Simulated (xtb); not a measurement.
CH12N2Si3, SMILES N[SiH](N)C[SiH2][SiH3]. All values are semi-empirical tight-binding results from xtb (GFN2-xTB unless named), good for trends rather than for accurate numbers. Geometry: GFN2-xTB. This is a generated structure with no PubChem entry under its InChIKey; it may be hypothetical. The values are those of a single conformer.

Optimised geometry:

```xyz
18

N     -1.6553    -1.3448    -0.2062
Si    -1.3461     0.2883    -0.6595
N     -2.8214     1.1364    -1.0027
C     -0.2862     1.0338     0.7354
Si     1.1712    -0.0341     1.3288
Si     2.5739    -0.6292    -0.3989
H     -1.7618    -1.5763     0.7669
H     -2.3064    -1.8747    -0.7604
H     -0.6338     0.2711    -1.9387
H     -3.5438     1.1637    -0.3000
H     -2.7656     2.0327    -1.4578
H     -0.9223     1.2698     1.5901
H      0.1042     1.9911     0.3875
H      1.8660     0.7431     2.3773
H      0.6253    -1.1964     2.0527
H      3.9059    -1.0167     0.0848
H      2.8130     0.4625    -1.3515
H      2.0874    -1.7637    -1.1867
```

```json
{
 "orbital_gap": "4.46 eV",
 "dipole_moment": "2.50 D",
 "zero_point_energy": "79.0 kcal/mol",
 "G − E(el) at 298.15 K (modified RRHO)": "55.1 kcal/mol",
 "static polarisability (D4 model)": "118.5 bohr³",
 "solvation energy, GFN2-xTB/ALPB(water)": "-4.3 kcal/mol",
 "solvation energy, GFN2-xTB/ALPB(octanol)": "-7.7 kcal/mol"
}
```

### Question
Give the atomic charges and the Wiberg bond orders between heavy atoms. (Estimate from the structure and the level; the computed values follow.)

### Answer
charges (e) N1 -0.43, Si2 0.50, N3 -0.42, C4 -0.26, Si5 0.38, Si6 0.36, H7 0.15, H8 0.15, H9 -0.10, H10 0.15, H11 0.15, H12 0.01, H13 -0.01, H14 -0.12, H15 -0.13, H16 -0.13, H17 -0.12, H18 -0.12. Bond orders N1–Si2 1.10, Si2–N3 1.10, Si2–C4 0.86, C4–Si5 0.92, Si5–Si6 0.85.
